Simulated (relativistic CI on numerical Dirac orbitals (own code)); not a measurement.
# d1 to d9 in one octahedral field

Computed with a parametric ligand-field model without spin-orbit coupling, by exact diagonalisation: B = 870, C = 4080, 10Dq = 16400 cm⁻¹ (Oh; |10Dq|/B = 18.9) for every shell. Energies in cm⁻¹; the field energy is (0.6 n_e − 0.4 n_t2) × 10Dq of the ground term; g labels are left out.

| Shell | Ground term | Electrons in e | Field energy | First spin-allowed bands | Lowest term of other spin |
| --- | --- | --- | --- | --- | --- |
| d1 | 2T2 | 0.000 | -6560 | 2E 16400 |  |
| d2 | 3T1 | 0.041 | -12451 | 3T2 14867, 3T1 26383 | 1T2 13892 |
| d3 | 4A2 | 0.000 | -19680 | 4T2 16400, 4T1 24372 | 2E 18486 |
| d4 | 5E | 1.000 | -9840 | 5T2 16400 | 3T1 7323 |
| d5 | ? | ? | ? | ? | ? |
| d6 | 5T2 | 2.000 | -6560 | 5E 16400 | 1A1 1261 |
| d7 | 4T1 | 2.041 | -12451 | 4T2 14867, 4T1 26383 | 2E 2584 |
| d8 | 3A2 | 2.000 | -19680 | 3T2 16400, 3T1 24372 | 1E 14852 |
| d9 | 2E | 3.000 | -9840 | 2T2 16400 |  |

Fill in the row of d5.

Ground term: 6A1; Electrons in e: 2.000; Field energy: 0; First spin-allowed bands: none; Lowest term of other spin: 4T1 15920. Every shell keeps the spin of the free ion. Only d4 to d7 can choose; the field needed to pair spins is smallest for d6 and largest for d5, which loses most exchange energy. In the strong-field picture 10Dq must exceed about 6B + 5C = 25620 (d4), 7.5B + 5C = 26925 (d5), 2.5B + 4C = 18495 (d6) and 4B + 4C = 19800 (d7); mixing of terms shifts these bounds somewhat. High-spin d^(n+5) repeats the spin-allowed bands of d^n, since the half-filled shell is spherical.
